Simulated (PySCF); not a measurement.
CsF, SMILES [F][Cs].

Coordinates come from a PBE0-D3(BJ)/def2-TZVPD optimisation. The def2 effective core potentials stand for the cores of Cs; spin–orbit coupling is left out.

These are PBE/def2-TZVPD in PySCF values and carry that method's errors.

The total energy is -120.01472 hartree, the point group comes out as C∞v and the highest occupied level is -4.88 eV. The lowest empty level comes out as -1.29 eV. The orbital gap is 3.59 eV, the dipole moment is 7.70 D and the quadrupole, principal values (traceless, Buckingham form, about the centre of nuclear charge) comes out as -16.70, 8.35, 8.35 D·Å. The mean static polarisability is 33.4 bohr³ (4.95 Å³). The polarisability, principal values is 25.9, 25.9, 48.4 bohr³.
